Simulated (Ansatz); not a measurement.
Geometry optimisation, Ansatz, RKS PBE0/def2-SVP.

The input (input.yaml):

```yaml
crystal:
  periodic: [false, false, false]
  atoms:
    - { symbol: F, position_ang: [-1.9404, 0.5205, -0.4063] }
    - { symbol: Si, position_ang: [-0.4057, -0.0073, -0.3909] }
    - { symbol: Se, position_ang: [0.4865, 0.4133, 1.6402] }
    - { symbol: H, position_ang: [-0.322, -1.4421, -0.6474] }
    - { symbol: H, position_ang: [0.3852, 0.6714, -1.4466] }
    - { symbol: H, position_ang: [1.8385, -0.2198, 1.2048] }
basis:
  gaussian: { orbitals: def2-SVP }
hamiltonian:
  xc: pbe0
relax:
  f_tol: 0.02
  max_steps: 40
scf:
  lower_state_search: "off"
```

Command:

```bash
$ ansatz run input.yaml --threads 1 --pin off --max-ram 2048MiB --backend cpu --events-out ev --progress --plain --runs-dir out
```

Question: Where does it end, and by what steps?

Answer: The forces met the threshold. The force dipped under the threshold on the way, but the program's further checks kept it going. After 19 steps the energy has fallen by 0.215 eV; H6 moved furthest, 1.16 Å.

| step | energy less start (eV) | largest force component (eV/Å) | accepted |
| --- | --- | --- | --- |
| 0 | 0.0000 | 1.334 | yes |
| 1 | -0.0613 | 0.439 | yes |
| 2 | -0.1059 | 0.188 | yes |
| 3 | -0.1074 | 0.215 | yes |
| 4 | -0.1084 | 0.034 | yes |
| 5 | -0.1086 | 0.016 | yes |
| 6 | -0.1081 | 0.180 | no |
| 7 | -0.1089 | 0.030 | yes |
| 8 | -0.1073 | 0.282 | no |
| 9 | -0.1092 | 0.037 | yes |
| 10 | -0.1099 | 0.095 | yes |
| 11 | -0.1101 | 0.235 | yes |
| 12 | -0.1121 | 0.156 | yes |
| 13 | -0.1208 | 0.068 | yes |
| 14 | -0.1210 | 0.462 | yes |
| 15 | -0.1555 | 0.156 | yes |
| 16 | -0.1838 | 0.235 | yes |
| 17 | -0.2035 | 0.297 | yes |
| 18 | -0.2140 | 0.054 | yes |
| 19 | -0.2148 | 0.008 | yes |

```xyz
6
Properties=species:S:1:pos:R:3
F -1.808 0.174 -0.063
Si -0.252 0.040 -0.508
Se 1.169 0.689 1.128
H -0.030 -1.386 -0.862
H -0.008 0.968 -1.642
H 0.971 -0.548 1.900
```

Whether the end is a true minimum wasn't checked by a vibrational analysis.

Run time: 42 s on 1 thread of Arm Neoverse V1, with other jobs on the host, peak memory 0.14 GiB.
